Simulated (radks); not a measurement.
Task: All-electron atom: Nd2+ in [Xe] 4f3 5f1 (not the ground configuration). All-electron calculation, Dirac Kohn-Sham, LDA (Slater exchange, Perdew-Wang correlation), spin-unpolarised, spherical densities, finite nucleus; open shells are shared between the two j in proportion to 2j + 1; Fermi nuclear charge, rms radius 4.9123 fm. Program: a radial shooting solver on a logarithmic mesh with Libxc functionals. Some entries of the table are withheld. Estimate them.

| orbital | occ. | eigenvalue (Ry) | r(max) (bohr) | <r> (bohr) |
|---|---|---|---|---|
| 1s1/2 | 2 | -3185.354 | 0.01511 | 0.02365 |
| 2s1/2 | 2 | -516.6453 | 0.08573 | 0.1006 |
| 2p1/2 | 2 | -489.1141 | (1) | 0.08425 |
| 2p3/2 | 4 | -450.9413 | (2) | 0.09066 |
| 3s1/2 | 2 | -113.5648 | 0.2443 | 0.2663 |
| 3p1/2 | 2 | -101.7748 | 0.2310 | 0.2559 |
| 3p3/2 | 4 | -94.15962 | 0.2427 | 0.2684 |
| 3d3/2 | 4 | (3) | 0.1940 | 0.2396 |
| 3d5/2 | 6 | (4) | 0.1973 | 0.2435 |
| 4s1/2 | 2 | -24.04862 | 0.5652 | 0.6067 |
| 4p1/2 | 2 | -19.59408 | 0.5723 | 0.6225 |
| 4p3/2 | 4 | -17.92291 | 0.5976 | 0.6508 |
| 4d3/2 | 4 | -10.57920 | 0.6128 | 0.6980 |
| 4d5/2 | 6 | -10.28238 | 0.6210 | 0.7080 |
| 5s1/2 | 2 | -4.57043 | (5) | 1.436 |
| 5p1/2 | 2 | -3.32392 | 1.416 | 1.595 |
| 5p3/2 | 4 | -3.07162 | 1.484 | 1.673 |
| 4f5/2 | 1.28571 | -1.90463 | 0.6476 | 0.9684 |
| 4f7/2 | 1.71429 | -1.87050 | 0.6524 | 0.9782 |
| 5d3/2 | 0 | -1.42231 | 1.926 | 2.303 |
| 5d5/2 | 0 | -1.39678 | 1.955 | 2.338 |
| 6s1/2 | 0 | -1.25402 | 3.116 | 3.423 |
| 6p1/2 | 0 | (6) | 3.651 | 4.013 |
| 6p3/2 | 0 | (7) | 3.820 | 4.175 |
| 5f5/2 | 0.428571 | -0.46317 | 5.030 | 5.607 |
| 5f7/2 | 0.571429 | -0.46242 | 5.044 | 5.621 |
| 6f5/2 | 0 | -0.25072 | 10.40 | 10.04 |
| 6f7/2 | 0 | -0.25023 | 10.42 | 10.06 |

Result: 
(1) 2p1/2 r(max) (bohr): 0.06509
(2) 2p3/2 r(max) (bohr): 0.07054
(3) 3d3/2 eigenvalue (Ry): -73.53559
(4) 3d5/2 eigenvalue (Ry): -71.88805
(5) 5s1/2 r(max) (bohr): 1.301
(6) 6p1/2 eigenvalue (Ry): -0.96408
(7) 6p3/2 eigenvalue (Ry): -0.92417
